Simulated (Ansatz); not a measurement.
A nudged elastic band was laid between two geometries of C2H6FSi (10 atoms, charge 1, multiplicity 1).

Method: RKS PBE-D4/def2-SVP (Ansatz).

- movable images: 5
- climbing image: yes
- spring: 5.0 eV/Å²
- optimiser: quadratic models (default)
- start path: IDPP
- force threshold: 0.03 eV/Å
- iteration limit: 60
- end points: relaxed

Image 0:

```xyz
10
Properties=species:S:1:pos:R:3
C -0.423 1.144 -0.835
C -0.002 -0.211 -0.551
F 0.123 -0.988 -1.571
Si 0.439 -1.004 1.179
H -0.041 1.868 -0.085
H -1.537 1.130 -0.656
H -0.260 1.453 -1.888
H -0.017 -2.423 1.092
H -0.215 -0.131 2.198
H 1.934 -0.839 1.117
```

Image 6:

```xyz
10
Properties=species:S:1:pos:R:3
C -0.991 0.667 -0.875
C 0.301 0.143 -0.487
F 1.252 0.296 -1.343
Si 0.801 -0.739 1.184
H -1.584 1.003 0.002
H -1.557 -0.235 -1.247
H -0.947 1.404 -1.702
H -0.480 -1.197 1.795
H 1.416 0.444 1.881
H 1.790 -1.787 0.792
```

(1) Which bonds break or form, and what moves?

(2) Give the energies along the band, and the barrier.

(3) What is the geometry of the highest image?

Results:

(1) No bond is made or broken. The dihedral F3–C2–Si4–H8 goes from -36 to -162°. The two ends are copies of one structure, up to a mirror image or an exchange of like atoms.

(2) It converged. The highest image is number 4 of 0 to 6, 0.019 eV above the ends, which have the same energy within 2 meV. A vibrational analysis at the climbing image gives one clearly imaginary mode, 78i cm⁻¹: a first-order saddle point. Limits of this set-up: the dipole of an ion depends on the origin.

```json
{"image": "0", "path coordinate (Å)": "0.00", "energy (eV)": "0.000", "dihedral F3–C2–Si4–H8 (°)": "-36"}
{"image": "1", "path coordinate (Å)": "0.65", "energy (eV)": "0.005", "dihedral F3–C2–Si4–H8 (°)": "-55"}
{"image": "2", "path coordinate (Å)": "1.30", "energy (eV)": "0.011", "dihedral F3–C2–Si4–H8 (°)": "-73"}
{"image": "3", "path coordinate (Å)": "1.95", "energy (eV)": "0.017", "dihedral F3–C2–Si4–H8 (°)": "-94"}
{"image": "4", "path coordinate (Å)": "2.60", "energy (eV)": "0.019", "dihedral F3–C2–Si4–H8 (°)": "-116"}
{"image": "5", "path coordinate (Å)": "3.31", "energy (eV)": "0.008", "dihedral F3–C2–Si4–H8 (°)": "-141"}
{"image": "6", "path coordinate (Å)": "4.01", "energy (eV)": "0.000", "dihedral F3–C2–Si4–H8 (°)": "-162"}
```

(3) 
```xyz
10
Properties=species:S:1:pos:R:3:forces:R:3
C -0.876 0.839 -0.830 -0.01 0.02 0.00
C 0.281 0.017 -0.541 0.02 -0.01 0.01
F 1.046 -0.241 -1.544 0.00 0.00 0.01
Si 0.775 -0.793 1.174 0.00 0.00 -0.01
H -1.212 1.421 0.053 0.00 -0.01 0.00
H -1.709 0.103 -1.019 0.00 0.00 -0.01
H -0.765 1.443 -1.753 -0.01 0.00 0.00
H -0.404 -1.692 1.413 0.00 0.00 0.00
H 0.788 0.383 2.101 0.00 0.00 0.00
H 2.077 -1.480 0.946 0.00 0.00 0.00
```

Time of the run: 95 s on 1 thread of Arm Neoverse V1 (shared host), peak memory 0.12 GiB.
